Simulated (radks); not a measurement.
Question: The hafnium ion Hf6+ is in [Xe] 4f(5/2: 6, 7/2: 6). All-electron calculation, Dirac Kohn-Sham, BLYP, spin-unpolarised, spherical densities, finite nucleus; Fermi nuclear charge, rms radius of each element as measured or else 0.836 A^(1/3) + 0.57 fm. Program: a radial shooting solver on a logarithmic mesh with Libxc functionals. Sub-shells are occupied by j as written (lower j first in brackets). One electron is removed from 4f7/2, 4f5/2, 5p3/2, 5p1/2 in turn, with full relaxation. Which removal costs least, and what does each cost?

Answer: 5p3/2 118.85 eV; 4f7/2 120.14 eV; 4f5/2 122.17 eV; 5p1/2 128.99 eV. The 5p3/2 electron leaves first.
